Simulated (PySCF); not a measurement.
**Excitation energy of Cr²⁺ by level of theory**

Cr²⁺ [Ar] 3d4 (5D) → Cr²⁺ [Ar] 3d3 4p1 (high-spin determinant), as a difference of total energies. Calculation: PySCF 2.14, in aug-cc-pVDZ (7s6p4d2f, 59 functions); no relativity, point nucleus. Correlated levels: valence: [Ar] frozen. The calculations carry no spin-orbit coupling.

| method | excitation energy (cm⁻¹) |
| --- | --- |
| UHF | 93247 |
| MP2 (valence) | 96747 |
| SCS-MP2 (valence) | 94414 |
| CCSD (valence) | 96813 |
| CCSD(T) (valence) | 96744 |

The determinant of the upper state mixes LS terms, which raises its energy above the lowest term, most at the Hartree-Fock and MP2 levels.
